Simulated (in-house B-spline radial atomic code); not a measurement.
Configurations of the gadolinium ion Gd²⁺, with energies counted from [Xe] 4f7 5d1. Method: Dirac-Hartree-Fock, average of configuration, Fermi nucleus of rms radius 5.1569 fm. Calculated with an all-electron radial atomic-structure program (B-spline basis). Energies include first-order Breit, QED and recoil terms.

Occupations are held fixed; configurations that lie above the ionisation limit could autoionise.

```json
{"configuration": "[Xe] 4f6 5d1 6s1", "E - E(ref) (eV)": "8.615", "highest orbital": "6s1/2", "its <r> (bohr)": "3.36"}
{"configuration": "[Xe] 4f7 6d1", "E - E(ref) (eV)": "9.9299", "highest orbital": "6d5/2", "its <r> (bohr)": "6.013"}
{"configuration": "[Xe] 4f7 7p1", "E - E(ref) (eV)": "11.187", "highest orbital": "7p3/2", "its <r> (bohr)": "7.807"}
{"configuration": "[Xe] 4f7 7g1", "E - E(ref) (eV)": "16.42", "highest orbital": "7g7/2", "its <r> (bohr)": "21.14"}
{"configuration": "[Xe] 4f6 5d1 7s1", "E - E(ref) (eV)": "18.128", "highest orbital": "7s1/2", "its <r> (bohr)": "6.545"}
{"configuration": "[Xe] 4f6 5d1 8s1", "E - E(ref) (eV)": "21.866", "highest orbital": "8s1/2", "its <r> (bohr)": "10.68"}
{"configuration": "[Kr] 4d10 4f7 5s2 5p5 5d1 8g1", "E - E(ref) (eV)": "44.432", "highest orbital": "8g7/2", "its <r> (bohr)": "28.6"}
```

Q: Order these further configurations by energy, lowest first.
A. [Xe] 4f7 9g1
B. [Xe] 4f6 5d1 8p1
C. [Xe] 4f7 8s1
D. [Kr] 4d10 4f7 5s2 5p5 5d1 6g1
E. [Kr] 4d10 4f7 5s2 5p5 5d1 7g1

A: C (13.222 eV), A (17.408 eV), B (22.671 eV), D (42.942 eV), E (43.845 eV).

Q: How far above the reference does [Xe] 4f6 5d1 9p1 lie?

A: 24.212 eV; its least bound orbital is 9p3/2 with <r> = 17.69 bohr.

Q: How far above the reference does [Xe] 4f7 8g1 lie?

A: 17.006 eV; its least bound orbital is 8g7/2 with <r> = 28.63 bohr.

Q: How far above the reference does [Kr] 4d10 4f7 5s2 5p5 5d1 9g1 lie?

A: 44.834 eV; its least bound orbital is 9g7/2 with <r> = 37.09 bohr.
